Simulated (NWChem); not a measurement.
# MgICl; SMILES [Cl][Mg][I]

Program: NWChem. def2 effective core potentials on I; no spin-orbit coupling. B3LYP is NWChem's, with the RPA form of VWN correlation. Each level has its own optimisation; frequencies are unscaled.

```json
[
 {"level": "BLYP/def2-SVP (core potentials)", "r Cl–Mg (Å)": "2.210", "r I–Mg (Å)": "2.569", "highest harmonic frequency (cm⁻¹)": "545", "lowest (cm⁻¹)": "105", "zero-point energy (kcal/mol)": "1.4"},
 {"level": "B3LYP/3-21G (all-electron, non-relativistic)", "r Cl–Mg (Å)": "…", "r I–Mg (Å)": "…", "highest harmonic frequency (cm⁻¹)": "549", "lowest (cm⁻¹)": "…", "zero-point energy (kcal/mol)": "1.4"},
 {"level": "PBE0/def2-SVP (core potentials)", "r Cl–Mg (Å)": "2.196", "r I–Mg (Å)": "2.546", "highest harmonic frequency (cm⁻¹)": "563", "lowest (cm⁻¹)": "104", "zero-point energy (kcal/mol)": "1.3"}
]
```

Problem. Fill in the missing entries.

Solution. 
- B3LYP/3-21G (all-electron, non-relativistic), r Cl–Mg (Å): 2.248
- B3LYP/3-21G (all-electron, non-relativistic), r I–Mg (Å): 2.588
- B3LYP/3-21G (all-electron, non-relativistic), lowest (cm⁻¹): 94
